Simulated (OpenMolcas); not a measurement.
Os4+: moving or changing the point charges

Os4+ among 6 point charges of -1.7 e arranged as a tetragonal octahedron (D4h), 1.81 Å from the ion, with the axial distance 1.864 Å.

```yaml
Program: OpenMolcas 26.06
Method: CASSCF
Basis: ANO-RCC-VDZP [7s6p4d2f1g]
Scalar_Hamiltonian: DKH2, point nucleus
Active_space: 4 electrons in 5 orbitals (5d)
State_averaging: 2S+1 = 5 even, 5 roots; 2S+1 = 3 even, 45 roots; 2S+1 = 1 even, 50 roots
Spin-orbit_coupling: state interaction with AMFI integrals over the reference wave functions
```

Runs around this geometry, states (labels of D4, the rotations of D4h). Energies in cm-1 above the lowest state or level, χT in cm3 K/mol.

```
R (Å)  q (e)  Axial / equatorial distance  Ground state  First state of that spin  First gap with spin-orbit (degeneracies)  χT at 300 K  First state of another spin
 1.81  -0.85                         1.03           5B1                  5A1 1351                               3971 (1, 1)        0.079                     3E 13141
 1.81   -1.7                         1.03           5B1                  5A1 2667                               3801 (1, 1)        0.119                      3E 6299
 2.02   -1.7                         1.03           5B1                  5A1 1936                               3793 (1, 1)        0.089                     3E 11856
 1.81   -1.7                         1.11           5B1                  5A1 8827                               2375 (1, 1)        0.180                     3E 10052
```

Taking the first state of the same spin as R^-n, n = -ln(1936 / 2667) / ln(2.02 / 1.81) = 2.9 between the shortest and longest distance.

Scaling the charges by -0.85 / -1.7 = 0.50 scales the first state of the same spin by 1351 / 2667 = 0.51; with fixed orbitals a first-order splitting would follow the charge.

Without dynamic correlation the repulsion within the d shell is too large (B by tens of per cent), so at a given field states of lower spin stand too high. This shell can be high or low spin here, a state of another spin lies low, and with metal d orbitals alone active their balance is uncertain, so the ground spin may be wrong. Point charges give a weaker field than real ligands, and real ions of this kind are as a rule low spin; the high spin found here belongs to the model. Spin-orbit coupling mixes the spin-free states strongly: the lowest level takes only 25 % from its leading state, 5B1 (figures for R = 1.81, q = -0.85, ratio = 1.03; the like holds for R = 1.81, q = -1.7, ratio = 1.03, R = 2.02, q = -1.7, ratio = 1.03, R = 1.81, q = -1.7, ratio = 1.11). Point charges carry no covalency, so the field is a model and not that of real ligands. No measured value stands beside these numbers.
